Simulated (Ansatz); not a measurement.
C₂H₆Se, SMILES C[Se]C.

Coordinates come from a PBE-D3(BJ)/def2-SVP optimisation.

Two levels are set side by side: PBE/def2-SVPD (Ansatz, a quantum-chemistry and plane-wave program) and CAM-B3LYP/def2-SVPD (Ansatz). Energy differences of separate SCF runs at the same geometry; the states with an electron removed or added have multiplicity 2 and 2. Differences are taken from unrounded values.

```
quantity                           CAM-B3LYP   PBE  PBE minus CAM-B3LYP
---------------------------------  ---------  ----  -------------------
vertical ionisation energy (eV)         8.40  8.24                -0.16
vertical singlet–triplet gap (eV)       4.37  4.10                -0.27
```
